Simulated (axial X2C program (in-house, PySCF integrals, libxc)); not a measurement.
Potential curves of MnTe⁺, scalar-relativistic

Computed with an axial X2C code built on PySCF integrals. Spin-free means the one-electron spin-free X2C Hamiltonian. Basis: Te dyall-cv3z [11s12p8d4f1g], Mn dyall-cv3z [9s10p6d3f2g] (cores contracted in-house); Gaussian nuclei, density fitting, unrestricted open shells. Masses: Te 129.906 u, Mn 54.938 u.

State: M_S = 2, Λ = 1 (beyond evenly filled blocks: σα, π+α, δ+α, δ-α). Energies in kJ/mol from the fragments at the same level (Te + Mn+). Fits are polynomials in 1 − R0/R over 0.85 to 1.23 times the lowest point R0.

```json
{"R (Å)": "2.3660", "PBE0": "-171.76", "CCSD": "-116.45", "PBEsol": "-262.75"}
{"R (Å)": "2.4415", "PBE0": "-178.99", "CCSD": "-129.66", "PBEsol": "-262.81"}
{"R (Å)": "2.5170", "PBE0": "-180.05", "CCSD": "-135.82", "PBEsol": "-257.79"}
{"R (Å)": "2.6051", "PBE0": "-175.60", "CCSD": "-136.30", "PBEsol": "-247.36"}
{"R (Å)": "2.6932", "PBE0": "-166.89", "CCSD": "-131.58", "PBEsol": "-233.57"}
{"R (Å)": "2.8065", "PBE0": "-151.89", "CCSD": "-120.70", "PBEsol": "-212.89"}
```

Correlated methods: 12 electrons correlated (number of frozen shells: Te 4 s, 3 p, 2 d; Mn 3 s, 2 p), 312 virtual spin orbitals or spinors in MP2, 90 natural virtuals in coupled cluster.

Occupations by symmetry block were frozen at the best pattern of an incomplete PBE0 search. Dissociation energies refer to the lowest single-determinant-based atoms at the same level and basis. CCSD ran in a truncated set of natural virtual spinors with an MP2 remainder; without triples it tends to underbind. PBE0 can misorder states that lie within some tenths of an eV, so this need not be the ground state of the molecule. The nearest other spin-free determinant of the search, M_S = 3, Λ = 1, lies 0.20 eV up at the distance of the search. The functionals have no current-density term, which raises determinants with orbital currents, atoms included. The determinant is spin-polarised beyond a pure state at some levels (its spin-free form has ⟨S²⟩ too high), which makes Re and μ there less reliable. With the outer-core shells frozen, correlated bond lengths of heavy atoms tend to come out a few hundredths of an ångström too long. Spin-free De lacks the spin–orbit lowering of the heavy p-block atom, a tenth of an eV or more for 4p and 5p, up to an eV for 6p and one to two eV for 7p atoms, less what an open-shell molecule gains itself. Coupled cluster ran on the points near the minimum only. MP2 and coupled cluster on one determinant become unreliable at the stretched end.

Q: What are Re, ωe and De at the PBE0 level?

A: At PBE0, spin-free: Re = 2.494 Å, ωe ≈ 253 cm⁻¹, De = 1.87 eV to Te + Mn+; Be follows as 0.0702 cm⁻¹.

Q: What are Re, ωe and De at the CCSD level?

A: At CCSD, spin-free: Re = 2.567 Å, ωe ≈ 239 cm⁻¹, De = 1.42 eV to Te + Mn+; Be follows as 0.0663 cm⁻¹.

Q: What are Re, ωe and De at the PBEsol level?

A: At PBEsol, spin-free: Re = 2.404 Å, ωe ≈ 274 cm⁻¹, De = 2.73 eV to Te + Mn+; Be follows as 0.0756 cm⁻¹.
